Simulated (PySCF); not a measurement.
## How the method changes the constants of HBr⁺

State: ²Π (doublet), unpaired electrons π ↑. Set-up: H cc-pVTZ, Br cc-pVTZ-PP with ECP10; scalar-relativistic core potentials (PySCF 2.14). De refers to H + Br⁺ in their high-spin ground configurations, without counterpoise correction. The functionals are run spin-unrestricted. A positive dipole points towards Br; it is taken about the centre of mass and depends on that origin.

```tsv
Level	Re (Å)	ωe (cm⁻¹)	De (eV)	μ (D)	CPU s a point (SCF and correlation, without the integrals)
UHF	1.436	2577	2.86	-1.60	0.18
UHF-MP2	1.436	2539	3.88	n/a	0.29
UHF-SCS-MP2	1.438	2530	3.93	n/a	n/a
UHF-CCSD	1.441	2498	3.93	n/a	n/a
UHF-CCSD(T)	1.443	2480	3.98	n/a	6.4
PBE	1.470	2341	4.12	-1.51	0.53
revPBE	1.470	2344	4.01	-1.49	0.36
BP86	1.471	2334	4.27	-1.52	0.35
r²SCAN	1.455	2415	4.14	-1.55	0.66
TPSSh	1.458	2410	4.16	-1.52	0.75
PBE0	1.456	2436	4.04	-1.54	0.98
LC-ωPBE	1.447	2515	3.97	-1.54	1.1
```

The bond length runs from 1.436 Å (UHF) to 1.471 Å (BP86). De spans 2.86 eV (UHF, mean field) to 4.27 eV (BP86, GGA). Correlation at CCSD(T) changes the Hartree–Fock bond energy by +1.12 eV; the triples alone change it by +0.05 eV.

Correlated steps freeze 4 core orbitals. Spin–orbit coupling is left out. For an ion De counts to the pair picked by the measured ionisation energies or electron affinities, which need not be the lowest pair at this level. The state is the lowest determinant that a PBE0 search found; another state may lie lower at other levels.

The whole job (state search and all levels along the bond) took about 2.3 min on 1 thread of Oxide Virtual Turin-like (shared host), peak memory 0.64 GiB.
